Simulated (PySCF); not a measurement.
Level of theory: TPSSh-D3(BJ)/def2-TZVP // B3LYP-D3(BJ)/def2-TZVP in PySCF. All species are isolated molecules in the gas phase. One relaxed conformer stands for a flexible species; it need not be the lowest. 

Reference species (SMILES): `C#C/C=C/CF` (neutral, multiplicity 1).

```
Property                 Result
----------------------  -------
S1 oscillator strength    0.000
HOMO–LUMO gap           5.02 eV
```

Changed species: `C#CC1(F)CC1`.

**Question.** Give the shifts of the S1 oscillator strength and HOMO–LUMO gap.

**Answer.** the S1 oscillator strength is nearly the same; the HOMO–LUMO gap rises by 1.58 eV, to 6.60 eV.
